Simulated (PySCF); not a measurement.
Gas-phase reaction: GeCl2 + 4 F = GeF4 + Cl2

Energies from PySCF (xtb for GFN2), thermal terms from the rigid-rotor harmonic-oscillator model, ideal gas at 1 bar. † marks an energy on the PBE0/def2-TZVP geometry and frequencies; other levels use their own. MP2 and CCSD(T) freeze the core. 6-31G* has spherical d functions here. Open shells (unrestricted): F (multiplicity 2, electronic degeneracy 6); the rest are closed-shell singlets. GFN2 has no spin-polarisation term. Spin-orbit splitting is ignored; it lowers the true energy and changes the entropy of F. B3LYP is the form with VWN-RPA correlation. Ge: all electrons, no relativistic terms. MP2 isn't extrapolated to the basis-set limit; its ΔH°(298 K) is -1338.5 kJ in def2-SVP and -1435.8 kJ in def2-TZVPP. CCSD(T) isn't extrapolated to the basis-set limit; its ΔH°(298 K) is -1229.9 kJ in def2-SVP and -1327.1 kJ in def2-TZVPP. The harmonic model lacks anharmonicity and excited electronic states, which grow with temperature; levels with a mode under 35 cm⁻¹ are left out.

```csv
level,"ΔE electronic, kJ","ΔH°(298 K), kJ","ΔS°(298 K), J/K","ΔG°(800 K), kJ"
B3LYP/6-31G*,-1284,-1272,-411,-940
CCSD(T)/def2-TZVPP†,-1339,-1327,-411,-994
GFN2-xTB,-1128,-1121,-393,-805
HF/def2-TZVP†,-849,-837,-411,-504
MP2/def2-TZVPP†,-1448,-1436,-411,-1103
PBE/def2-TZVP†,-1395,-1382,-411,-1050
PBE0/def2-QZVP†,-1324,-1312,-411,-979
PBE0/def2-SVP†,-1277,-1264,-411,-932
PBE0/def2-TZVP,-1312,-1300,-411,-967
r2SCAN/def2-TZVP†,-1354,-1342,-411,-1009
ωB97X-V/def2-TZVP†,-1358,-1346,-411,-1014
```
ΔH° is lowest at MP2/def2-TZVPP† and highest at HF/def2-TZVP†. No reference value is set beside these.
